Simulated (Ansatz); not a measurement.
A nudged elastic band was laid between two geometries of C$_{4}$H$_{5}$Br (10 atoms, charge 0, multiplicity 1).

Level of theory: RKS PBE0-D4/def2-SVP (Ansatz).

```yaml
movable_images: 9
climbing_image: yes
spring: 5.0 eV/Å²
optimiser: quadratic models (default)
start_path: IDPP
force_threshold: 0.03 eV/Å
iteration_limit: 42
end_points: relaxed
```

Image 0:

```xyz
10
Properties=species:S:1:pos:R:3
C -0.647 -1.302 1.246
C -0.177 -0.776 0.106
C 0.157 0.627 -0.063
C 0.622 1.129 -1.215
Br 1.052 2.934 -1.454
H -0.886 -2.365 1.325
H -0.807 -0.684 2.135
H -0.030 -1.425 -0.766
H 0.016 1.290 0.797
H 0.784 0.520 -2.108
```

Image 10:

```xyz
10
Properties=species:S:1:pos:R:3
C -0.840 -1.395 0.363
C 0.403 -0.905 0.261
C 0.761 0.503 0.087
C 0.003 1.392 -0.565
Br 0.459 3.201 -0.740
H -1.017 -2.468 0.467
H -1.718 -0.742 0.363
H 1.248 -1.600 0.328
H 1.721 0.830 0.500
H -0.936 1.133 -1.060
```

(1) What changes between the two ends?

(2) Give the energies along the band, and the barrier.

(3) What is the geometry of the highest image?

(4) What are the harmonic wavenumbers there?

## Answers

(1) No bond is made or broken. The dihedral H8–C2–C3–H9 goes from 180 to -29°.

(2) It converged. The highest image is number 5 of 0 to 10, 0.32 eV above the first end and 0.18 eV above the last; the last end lies 0.14 eV above the first. A vibrational analysis at the climbing image gives one clearly imaginary mode, 186i cm⁻¹: a first-order saddle point.

```json
{"image": "0", "path coordinate (Å)": "0.00", "energy (eV)": "0.00", "dihedral H8–C2–C3–H9 (°)": "180"}
{"image": "1", "path coordinate (Å)": "0.47", "energy (eV)": "0.03", "dihedral H8–C2–C3–H9 (°)": "-166"}
{"image": "2", "path coordinate (Å)": "0.93", "energy (eV)": "0.11", "dihedral H8–C2–C3–H9 (°)": "-152"}
{"image": "3", "path coordinate (Å)": "1.40", "energy (eV)": "0.21", "dihedral H8–C2–C3–H9 (°)": "-135"}
{"image": "4", "path coordinate (Å)": "1.86", "energy (eV)": "0.29", "dihedral H8–C2–C3–H9 (°)": "-118"}
{"image": "5", "path coordinate (Å)": "2.33", "energy (eV)": "0.32", "dihedral H8–C2–C3–H9 (°)": "-100"}
{"image": "6", "path coordinate (Å)": "2.73", "energy (eV)": "0.30", "dihedral H8–C2–C3–H9 (°)": "-84"}
{"image": "7", "path coordinate (Å)": "3.13", "energy (eV)": "0.25", "dihedral H8–C2–C3–H9 (°)": "-70"}
{"image": "8", "path coordinate (Å)": "3.53", "energy (eV)": "0.20", "dihedral H8–C2–C3–H9 (°)": "-56"}
{"image": "9", "path coordinate (Å)": "3.93", "energy (eV)": "0.15", "dihedral H8–C2–C3–H9 (°)": "-42"}
{"image": "10", "path coordinate (Å)": "4.34", "energy (eV)": "0.14", "dihedral H8–C2–C3–H9 (°)": "-29"}
```

(3) 
```xyz
10
Properties=species:S:1:pos:R:3
C -0.846 -1.307 0.922
C 0.200 -0.871 0.218
C 0.562 0.556 0.056
C 0.286 1.246 -1.051
Br 0.750 3.050 -1.285
H -1.055 -2.376 1.019
H -1.529 -0.614 1.421
H 0.861 -1.603 -0.265
H 1.090 1.052 0.879
H -0.235 0.818 -1.911
```

(4) 186i, 139, 206, 308, 463, 611, 788, 814, 949, 959, 969, 1017, 1120, 1203, 1287, 1299, 1419, 1691, 1744, 3152, 3166, 3172, 3230, 3268 cm⁻¹.

Run time: 2.7 min on 2 threads of Arm Neoverse V2, on a shared host, peak memory 0.28 GiB.
